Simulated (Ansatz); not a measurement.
**Relative stability**

The two ends of one reaction step of SnAsH$_{7}$O, closed shell (PBE0-D4/def2-TZVP).

A:

```xyz
10
angstrom
Sn -1.2102 1.2197 -0.7658
O -0.6076 0.6663 1.0344
H -2.0143 -0.1446 -1.3755
H -2.2566 2.5556 -0.5422
H 0.1559 1.6644 -1.6857
H 0.6042 -2.2347 1.1608
As 1.2674 -1.5880 -0.0399
H -0.4268 1.4107 1.6123
H 2.2423 -0.8045 0.8201
H 2.2456 -2.7450 -0.2186
```

B:

Sn1  (-0.303, 0.660, -1.164)
O2  (-1.182, -0.236, 1.774)
H3  (-1.903, 0.077, -1.256)
H4  (-0.232, 2.057, -0.191)
H5  (0.192, 1.081, -2.751)
H6  (-1.362, -1.174, 1.870)
As7  (1.246, -1.224, -0.248)
H8  (-0.696, 0.014, 2.563)
H9  (2.315, -0.995, -1.310)
H10  (1.925, -0.259, 0.713)
(Å)

Ansatz 0.2.0; basis: def2-TZVPP; cores frozen in the correlated methods. Filled d shells of the heavier atoms are correlated. Core potentials replace the inner electrons of the atoms past krypton. The def2 sets are not built for correlating such inner shells, so the correlated values are less sure here. B3LYP uses VWN-RPA correlation.

Question: Which structure is lower at CCSD(T), and by how much? (To be estimated.)

Answer: The calculation gives: B, by 0.429 eV (electronic energy, against the other). By their contacts, A is a complex of SnH₄O ([OH][SnH3]) + AsH₃ and B is a complex of SnAsH₅ ([AsH2][SnH3]) + H₂O.

All methods give the same order:

| method | E(B) − E(A) (eV) |
| --- | --- |
| SPW92 | -0.547 |
| PBE-D4 | -0.511 |
| BLYP-D4 | -0.406 |
| r2SCAN-D4 | -0.457 |
| B97M-V | -0.314 |
| PBE0-D4 | -0.546 |
| B3LYP-D4 | -0.442 |
| r2SCAN0-D4 | -0.515 |
| BHLYP-D4 | -0.457 |
| CAM-B3LYP-D4 | -0.385 |
| wB97X-V | -0.396 |
| wB97M-V | -0.456 |
| B2PLYP | -0.418 |
| PBE-QIDH | -0.514 |
| RPA on PBE | -0.354 |
| HF | -0.372 |
| MP2 | -0.472 |
| CCSD | -0.428 |
| CCSD(T) | -0.429 |

No T1 diagnostic of these runs exceeds 0.013.

Labels in which every atom is bracketed show which atoms are joined, not bond orders.

For scale, one of the runs: CCSD(T)/def2-TZVPP, 227 basis functions, launched by `ansatz run in.yaml --threads 8 --pin off --events-out ev --progress --plain --max-ram 19148MiB`. Hardware: 8 CPU threads of an Arm Neoverse V2, shared host. Wall time 100 s; peak host memory 4.3 GiB.
